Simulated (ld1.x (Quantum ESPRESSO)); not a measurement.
How hard is this lithium PAW potential?

lithium, PAW, made with ld1.x (Quantum ESPRESSO) 7.5 (PW91, scalar-relativistic). Core none, reference 1s2 2s1 2p0. Waves: 1s (bound): rcut 0.90, rcutus 1.10 bohr; 2s (bound): rcut 0.90, rcutus 1.10 bohr; 2p (bound, empty): rcut 3.45, rcutus 4.70 bohr; 2p channel at 0.25 Ry: rcut 3.45, rcutus 4.70 bohr. Local part: all-electron potential smoothed inside 1.55 bohr (lloc = -1). Core correction: none. Augmentation charge: BESSEL, radius 0.90 bohr.

The pseudo-atom Hamiltonian at the reference potential is diagonalised in spherical Bessel functions j_l(qr) that vanish at 20 bohr, with q² up to the cutoff. All-electron valence levels (Ry): 1s -3.8248, 2s -0.2123, 2p -0.0817.

Task: How do the lowest levels (Ry) of each channel move with the cutoff, and are there ghosts?

Result:

```tsv
cutoff (Ry)	s #1	s #2	p #1	p #2	d #1	f #1	Σ f·Δε (mRy)
8	-3.2994	-0.1674	-0.0816	0.0405	0.0428	0.1022	1095.8
15	-3.6744	-0.1834	-0.0816	0.0405	0.0428	0.1022	329.7
25	-3.7967	-0.1928	-0.0816	0.0405	0.0428	0.1022	75.6
45	-3.8242	-0.2044	-0.0816	0.0405	0.0428	0.1022	9.1
60	-3.8245	-0.2106	-0.0816	0.0405	0.0428	0.1022	2.3
90	-3.8248	-0.2122	-0.0816	0.0405	0.0428	0.1022	0.1
400	-3.8248	-0.2123	-0.0816	0.0405	0.0428	0.1022	0.0
```

Result: no extra level below or beside the all-electron valence levels (s, p, d, f tested); 10 mRy is reached at 45 Ry and 1 mRy at 70 Ry.
